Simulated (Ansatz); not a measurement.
Program: Ansatz. Geometries: PBE0-D4/def2-TZVP. ΔE: electronic, gas phase. CCSD(T)/CBS adds triple-zeta CCSD(T) − MP2 to the extrapolated MP2 energy (def2 sets, frozen cores). This one scheme is used for every species. Functionals use def2-TZVPP. B3LYP here is the variant with VWN-RPA as its local correlation; programs differ in this. Each species was taken in one conformer, which may not be the lowest.

Reaction (cleavage of the Si–P bond): `O[SiH2]PS` + `O[SiH2][SiH3]` → `O[SiH2]O[SiH2][SiH3]` + `PS`

(1) Is it downhill or uphill in electronic energy at CCSD(T)/CBS, and by how much? (Best estimate.)

(2) What do these levels give: r2SCAN-D4, PBE0-D4, B3LYP-D4, ωB97M-V, B2PLYP, HF/def2-TZVPP, MP2/def2-TZVPP, CCSD(T)/def2-TZVPP, HF/def2-QZVPP, MP2/def2-QZVPP, SCS-MP2/def2-QZVPP, HF/CBS(def2)? (Best estimate.)

Largest T1 diagnostic among the species: 0.013.

## Answers

(1) The calculation gave: Downhill: ΔE = -107.4 kJ/mol.

(2) The calculation gave: r2SCAN-D4 -101.3, PBE0-D4 -93.2, B3LYP-D4 -108.5, ωB97M-V -108.3, B2PLYP -111.6, HF/def2-TZVPP -135.7, MP2/def2-TZVPP -109.9, CCSD(T)/def2-TZVPP -110.5, HF/def2-QZVPP -138.0, MP2/def2-QZVPP -108.9, SCS-MP2/def2-QZVPP -115.3, HF/CBS(def2) -138.3 kJ/mol.

From PBE to PBE0 (25 % exact exchange), in def2-TZVPP and without D4, ΔE moves by −8.5 kJ/mol. In def2-TZVPP, CCSD(T) changes the Hartree–Fock value by +25.1 kJ/mol (the triples alone add +4.8 kJ/mol) and MP2 by +25.7 kJ/mol.
